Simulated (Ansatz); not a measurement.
The lowest singlet and triplet of CH2O (SMILES C=O); geometries from B3LYP-D3(BJ)/def2-TZVP, each state relaxed from the structure named, with no frequency check.
Singlet at the triplet's geometry (charge 0, multiplicity 1):
```xyz
4

C     -0.57967     0.11026     0.00054
O      0.70593    -0.13427    -0.00065
H     -1.26327    -0.73252     0.00071
H     -0.90613     1.14515     0.00130
```

A positive gap puts the triplet lower; no zero-point energy. R- takes a restricted singlet. U- takes an unrestricted singlet (broken symmetry where lower, unprojected). The triplet is unrestricted in single-reference levels. Active spaces average the two states.

Cores are frozen in the correlated methods.

Run with Ansatz (a program for electronic structure). Values without a source in brackets are computed.

| level | gap E(singlet) − E(triplet), vertical, at the triplet's geometry (eV) |
|---|---|
| U-PBE0/def2-TZVPP | -2.485 |
| R-BHLYP/def2-TZVPP | -2.301 |
| U-MP2/cc-pVDZ (spin-contaminated) | -2.484 |
| U-MP2/cc-pVTZ (spin-contaminated) | -2.546 |
| U-SCS-MP2/cc-pVTZ (spin-contaminated) | -2.511 |
| R-CCSD/cc-pVTZ | [?] |
| FIC-MRCISD+Q on SA-CASSCF(4,3)/cc-pVDZ | -2.945 |
| FIC-MRCISD+Q on SA-CASSCF(4,3)/cc-pVTZ | -2.937 |
| FIC-MRCISD+Q on SA-CASSCF(4,3)/cc-pVQZ | -2.943 |

**Question.** Complete the blanks.

**Answer.** 
- R-CCSD/cc-pVTZ, gap E(singlet) − E(triplet), vertical, at the triplet's geometry (eV): -2.771

Doubts at one or more of the structures used: a restricted determinant that unrestricted orbitals would lower (R-CCSD/cc-pVTZ).
